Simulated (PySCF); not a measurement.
Geometry (Å), atoms numbered from 1 in this order:
```xyz
25

C    -3.0807    0.1933   -0.8643
C    -1.9726    0.1226    0.1681
C    -1.4340    1.4706    0.6434
C    -0.1138    1.0992    1.3094
N     0.3477   -0.0738    0.5702
Si    2.0251   -0.4382    0.3403
C     2.2534   -2.2500   -0.0769
P     2.8457    0.7655   -1.4203
C    -0.6956   -0.5644   -0.3188
H    -3.3914   -0.8111   -1.1920
H    -2.7515    0.7504   -1.7568
H    -3.9705    0.7009   -0.4613
H    -2.3362   -0.4299    1.0536
H    -1.2506    2.1177   -0.2321
H    -2.1222    2.0037    1.3164
H     0.6120    1.9309    1.2731
H    -0.2696    0.8616    2.3798
H     2.7348   -0.0785    1.6076
H     3.3218   -2.4926   -0.1863
H     1.7534   -2.4986   -1.0259
H     1.8319   -2.8864    0.7165
H     4.2173    0.5278   -1.0913
H     2.8000    2.0069   -0.7123
H    -0.7835   -1.6644   -0.2820
H    -0.5102   -0.2912   -1.3798
```

Geometry: PBE0-D3(BJ)/def2-SVP; GIAO shifts from PySCF, gas phase, non-relativistic, averaged over equivalent atoms.

At CAM-B3LYP/pcSseg-1 (247 basis functions, 54 s wall time on 1 thread of an Intel Xeon 6975P-C, shared host):
```json
{"atoms": "C9", "δ (ppm)": "55.5"}
{"atoms": "C4", "δ (ppm)": "50.7"}
{"atoms": "C3", "δ (ppm)": "38.9"}
{"atoms": "C2", "δ (ppm)": "38.0"}
{"atoms": "C1", "δ (ppm)": "18.3"}
{"atoms": "C7", "δ (ppm)": "-0.5"}
{"atoms": "N5", "δ (ppm)": "36.3"}
{"atoms": "Si6", "δ (ppm)": "-7.8"}
{"atoms": "P8", "δ (ppm)": "-284.6"}
{"atoms": "H18", "δ (ppm)": "5.26"}
{"atoms": "H17", "δ (ppm)": "3.09"}
{"atoms": "H24", "δ (ppm)": "2.91"}
{"atoms": "H16", "δ (ppm)": "2.85"}
{"atoms": "H25", "δ (ppm)": "2.29"}
{"atoms": "H13", "δ (ppm)": "1.87"}
{"atoms": "H15", "δ (ppm)": "1.60"}
{"atoms": "H22/H23", "δ (ppm)": "1.22"}
{"atoms": "H14", "δ (ppm)": "1.09"}
{"atoms": "H10/H11/H12", "δ (ppm)": "1.03"}
{"atoms": "H19/H20/H21", "δ (ppm)": "0.36"}
```

Scale: ¹³C (σ = 182.45 ppm) and ²⁹Si (σ = 343.41 ppm) and ¹H (σ = 31.33 ppm) vs TMS; ¹⁵N (σ = 267.29 ppm) vs NH3; ³¹P (σ = 299.17 ppm) against H3PO4 (reference shieldings calculated alike).

Q: What do these become at PBE0/pcSseg-1?

A: 
```json
{"atoms": "C9", "δ at PBE0/pcSseg-1": "55.5", "change": "+0.0"}
{"atoms": "C4", "δ at PBE0/pcSseg-1": "51.1", "change": "+0.4"}
{"atoms": "C3", "δ at PBE0/pcSseg-1": "38.6", "change": "-0.3"}
{"atoms": "C2", "δ at PBE0/pcSseg-1": "37.7", "change": "-0.3"}
{"atoms": "C1", "δ at PBE0/pcSseg-1": "18.3", "change": "+0.0"}
{"atoms": "C7", "δ at PBE0/pcSseg-1": "-0.2", "change": "+0.3"}
{"atoms": "N5", "δ at PBE0/pcSseg-1": "36.3", "change": "+0.0"}
{"atoms": "Si6", "δ at PBE0/pcSseg-1": "-7.6", "change": "+0.2"}
{"atoms": "P8", "δ at PBE0/pcSseg-1": "-289.8", "change": "-5.2"}
{"atoms": "H18", "δ at PBE0/pcSseg-1": "5.48", "change": "+0.22"}
{"atoms": "H17", "δ at PBE0/pcSseg-1": "3.14", "change": "+0.05"}
{"atoms": "H24", "δ at PBE0/pcSseg-1": "2.94", "change": "+0.03"}
{"atoms": "H16", "δ at PBE0/pcSseg-1": "2.91", "change": "+0.06"}
{"atoms": "H25", "δ at PBE0/pcSseg-1": "2.35", "change": "+0.06"}
{"atoms": "H13", "δ at PBE0/pcSseg-1": "1.90", "change": "+0.03"}
{"atoms": "H15", "δ at PBE0/pcSseg-1": "1.61", "change": "+0.01"}
{"atoms": "H22/H23", "δ at PBE0/pcSseg-1": "1.32", "change": "+0.10"}
{"atoms": "H14", "δ at PBE0/pcSseg-1": "1.11", "change": "+0.02"}
{"atoms": "H10/H11/H12", "δ at PBE0/pcSseg-1": "1.03", "change": "+0.00"}
{"atoms": "H19/H20/H21", "δ at PBE0/pcSseg-1": "0.39", "change": "+0.03"}
```

Scale: TMS for ¹³C (184.41 ppm), ²⁹Si (351.99 ppm), ¹H (31.27 ppm); ¹⁵N (265.67 ppm) against NH3; ³¹P (310.13 ppm) against H3PO4 (reference shieldings calculated alike).

The largest change is at P8 (phosphorus bonded to Si, 2 H). Cost: 247 basis functions, 43 s wall time on 1 thread of an Intel Xeon 6975P-C, shared host. The order of the carbon signals is the same at both levels.

Experimental scales use liquid or dissolved standards, which lie at an offset from isolated NH3 (liquid NH3: subtract about 20 ppm) and H3PO4.
